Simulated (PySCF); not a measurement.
MoO₄ (SMILES [O]=[Mo-2](=[O])(=[O])=[O]), charge -2, singlet, at a GFN2-xTB geometry (such geometries of metal compounds can be far from the true shape) (all electrons, no relativity) (in this run its highest filled SCF level lies above zero, so its values depend strongly on the basis, on diffuse functions most of all); PySCF with R2SCAN/3-21G.

The PySCF input:
```python
from pyscf import gto, scf, dft

mol = gto.Mole()
mol.atom = '''
    Mo    0.00000000   -0.00000000    0.00000000
    O     1.39196717   -0.30250817   -0.96057373
    O     0.47788879    0.29669542    1.62338530
    O    -0.83104508    1.37333660   -0.61245111
    O    -1.03881088   -1.36752385   -0.05036046
'''
mol.basis = '3-21g'
mol.charge = -2
mol.verbose = 4
mol.build()

mf = dft.RKS(mol)
mf.xc = 'r2scan'
mf.init_guess = '1e'
mf = mf.newton()
mf.kernel()
```

It wrote (shortened):

```
PySCF version 2.14.0

[INPUT] verbose = 4
[INPUT] num. atoms = 5
[INPUT] num. electrons = 76
[INPUT] charge = -2
[INPUT] spin (= nelec alpha-beta = 2S) = 0
[INPUT] symmetry False subgroup None
[INPUT] Mole.unit = angstrom
[INPUT] Symbol           X                Y                Z      unit          X                Y                Z       unit  Magmom
[INPUT]  1 Mo     0.000000000000   0.000000000000   0.000000000000 AA    0.000000000000   0.000000000000   0.000000000000 Bohr   0.0
[INPUT]  2 O      1.391967170000  -0.302508170000  -0.960573730000 AA    2.630436725686  -0.571657591743  -1.815221272152 Bohr   0.0
[INPUT]  3 O      0.477888790000   0.296695420000   1.623385300000 AA    0.903078931100   0.560673086213   3.067753611645 Bohr   0.0
[INPUT]  4 O     -0.831045080000   1.373336600000  -0.612451110000 AA   -1.570447598367   2.595230050841  -1.157364862586 Bohr   0.0
[INPUT]  5 O     -1.038810880000  -1.367523850000  -0.050360460000 AA   -1.963068058418  -2.584245545311  -0.095167476907 Bohr   0.0

nuclear repulsion = 486.387477160028
number of shells = 34
number of NR pGTOs = 141
number of NR cGTOs = 72
basis = 3-21g
ecp = {}

******** <class 'pyscf.soscf.newton_ah.SecondOrderRKS'> ********
method = SecondOrderRKS
initial guess = 1e
damping factor = 0
level_shift factor = 0
DIIS = <class 'pyscf.scf.diis.CDIIS'>
diis_start_cycle = 1
diis_space = 8
diis_damp = 0
SCF conv_tol = 1e-09
SCF conv_tol_grad = None
SCF max_cycles = 50
direct_scf = True
direct_scf_tol = 1e-13
XC library pyscf.dft.libxc version 7.1.2
    S. Lehtola, C. Steigemann, M. J. T. Oliveira, and M. A. L. Marques,  SoftwareX 7, 1–5 (2018)
XC functionals = r2scan
    J. W. Furness, A. D. Kaplan, J. Ning, J. P. Perdew, and J. Sun,  J. Phys. Chem. Lett. 11, 8208–8215 (2020)
    J. W. Furness, A. D. Kaplan, J. Ning, J. P. Perdew, and J. Sun,  J. Phys. Chem. Lett. 11, 9248–9248 (2020)
    J. W. Furness, A. D. Kaplan, J. Ning, J. P. Perdew, and J. Sun,  J. Phys. Chem. Lett. 11, 8208–8215 (2020)
    J. W. Furness, A. D. Kaplan, J. Ning, J. P. Perdew, and J. Sun,  J. Phys. Chem. Lett. 11, 9248–9248 (2020)
radial grids:
    Treutler-Ahlrichs [JCP 102, 346 (1995); DOI:10.1063/1.469408] (M4) radial grids

becke partition: Becke, JCP 88, 2547 (1988); DOI:10.1063/1.454033
pruning grids: <function nwchem_prune>
grids dens level: 3
symmetrized grids: False
atomic radii adjust function: <function treutler_atomic_radii_adjust>
small_rho_cutoff = 0
******** <class 'pyscf.dft.rks.RKS'> Newton solver flags ********
SCF tol = 1e-09
conv_tol_grad = None
max. SCF cycles = 50
direct_scf = True
direct_scf_tol = 1e-13
max_cycle_inner = 12
max_stepsize = 0.05
ah_start_tol = 1e+09
ah_level_shift = 0
ah_conv_tol = 1e-12
ah_lindep = 1e-14
ah_start_cycle = 1
ah_max_cycle = 40
ah_grad_trust_region = 2.5
kf_interval = 4
kf_trust_region = 5
canonicalization = True
Set conv_tol_grad to 3.16228e-05
Initial guess from hcore.

WARN: HOMO -24.9348014805658 == LUMO -24.9348014774288

tot grids = 78768
  HOMO = 1.10913773571433  LUMO = 1.1819941599329  gap/eV = 1.98252
Initial guess E= -4203.38574964947  |g|= 9.22191
macro= 0  E= -4213.21978738916  delta_E= -9.83404  |g|= 9.79594  3 KF 15 JK
macro= 1  E= -4232.20139359692  delta_E= -18.9816  |g|= 10.8577  3 KF 15 JK
macro= 2  E= -4248.03513455319  delta_E= -15.8337  |g|= 5.69991  3 KF 15 JK
macro= 3  E= -4255.36732698779  delta_E= -7.33219  |g|= 1.84847  3 KF 15 JK
macro= 4  E= -4257.06484589496  delta_E= -1.69752  |g|= 0.906877  3 KF 15 JK
macro= 5  E= -4257.77378988614  delta_E= -0.708944  |g|= 0.492029  3 KF 16 JK
macro= 6  E= -4257.74803172413  delta_E= 0.0257582  |g|= 0.0997641  3 KF 19 JK
macro= 7  E= -4257.86835539698  delta_E= -0.120324  |g|= 0.136295  3 KF 12 JK
macro= 8  E= -4257.87175346501  delta_E= -0.00339807  |g|= 2.57363e-05  6 KF 37 JK
macro= 9  E= -4257.87175346501  delta_E= 0  |g|= 1.10277e-05  1 KF 2 JK
Canonicalize SCF orbitals
macro X = 10  E=-4257.87175346501  |g|= 1.10277e-05  total 32 KF 172 JK
converged SCF energy = -4257.87175346501
```
